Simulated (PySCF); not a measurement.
## Ionising ZnCl

PBE0; PySCF, no relativity, basis sets Zn def2-TZVPPD, Cl def2-TZVPPD. Neutral (UKS): doublet (σ ↑), Re = 2.158 Å, ωe = 375 cm⁻¹, De = 2.35 eV, HOMO -6.63 eV, LUMO -3.57 eV.

ZnCl⁺ (UKS): singlet (closed shell), Re = 2.053 Å, ωe = 467 cm⁻¹, De = 2.58 eV to Zn⁺ + Cl. The energies at the minima are -2239.22883 hartree for ZnCl and -2238.90293 for ZnCl⁺.

Q: Work out the adiabatic ionisation energy, without and with harmonic zero-point energies (1 hartree = 27.2114 eV, 1 eV = 8065.5 cm⁻¹), and the change of the bond length.

A: At PBE0: 0.32590 hartree = 8.868 eV between the minima; the zero-point term (467.0 − 375.0)/2 cm⁻¹ = +0.006 eV makes it 8.874 eV. Re changes by -10.5 pm against the neutral. The electron leaves a σ orbital, and the shorter bond of the ion fits an antibonding orbital, or a change in how ionic the bond is.

ZnCl⁻ (UKS): singlet (closed shell), Re = 2.489 Å, ωe = 181 cm⁻¹, De = 0.73 eV to Zn + Cl⁻. The energies at the minima are -2239.22883 hartree for ZnCl and -2239.30046 for ZnCl⁻.

Q: Work out the adiabatic electron affinity, without and with harmonic zero-point energies (1 hartree = 27.2114 eV, 1 eV = 8065.5 cm⁻¹), and the change of the bond length.

A: At PBE0: 0.07163 hartree = 1.949 eV between the minima; the zero-point term (375.0 − 181.0)/2 cm⁻¹ = +0.012 eV makes it 1.961 eV. Re changes by +33.1 pm against the neutral. The electron enters a σ orbital, and the ion is left as a loose complex of an ion and an atom.

For an ion De counts to the pair picked by the measured ionisation energies or electron affinities, which need not be the lowest pair at this level. States were picked by a PBE0 search and need not be the measured ground states.
